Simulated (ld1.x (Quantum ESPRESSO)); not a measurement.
Values are calculated unless marked as measured or tabulated.
## Pseudopotentials across the periodic table

Generated with ld1.x 7.5 (TM, RRKJ, ultrasoft, PAW), atompaw 4.2 or ONCVPSP 4.0.1. The cutoff is in Ry: for ld1.x and atompaw files where the sum of valence levels is converged to 10 mRy in a Bessel basis, for ONCV files where the hardest occupied wave has 1 mHa per electron of residual kinetic energy. The error is the largest all-electron minus pseudo excitation energy over each file’s own four to seven test configurations (ionisations up to +4, promotions, holes and added fractions of an electron), all of which were solved. The labels leave out finer settings (local radius, basis sizes, second energies), which also bear on the numbers. Spin-polarised tests are not counted. The rows are a selection from randomly drawn settings: files with unsolved tests, undetermined cutoffs or missed reference levels are left out.

| element | potential | cutoff (Ry) | largest error (meV) | bound ghosts |
| --- | --- | --- | --- | --- |
| F | TM, PBEsol, non-relativistic, rc 0.75/1.35/1.10 (spd), local smoothed, core correction yes, reference 2s2 2p4 | 140 | +1529 | none |
| Ge | RRKJ, LDA (PZ), scalar-relativistic, rc 1.40/2.10 (sp), local s, core correction yes, reference 4s2 4p2 | 35 | -235 | none |
| Pd | TM, LDA (PZ), fully relativistic, rc 1.90/2.65/2.20 (spd), local s, core correction yes, reference 4d10 5s0 5p0 | 45 | -2216 | none |
| Bi | TM semilocal, LDA (PZ), scalar-relativistic, rc 1.55/2.45/2.15 (spd), local p, core correction no, reference 6s1 6p4 | 35 | +194 | none |

(1) Fill in the row for Pd: RRKJ, LDA (PZ), non-relativistic, rc 0.95/1.20/1.40 (spd), local s, core correction no, reference 4s2 4p6 4d7 5s0 5p0.

(2) Fill in the row for Ni: TM, PBEsol, scalar-relativistic, rc 2.25/3.20/1.20 (spd), local s, core correction yes, reference 3d8 4s2 4p0.

Results:

(1) cutoff 140 Ry, largest error +18 meV, bound ghosts: none.

(2) cutoff 160 Ry, largest error -474 meV, bound ghosts: none.
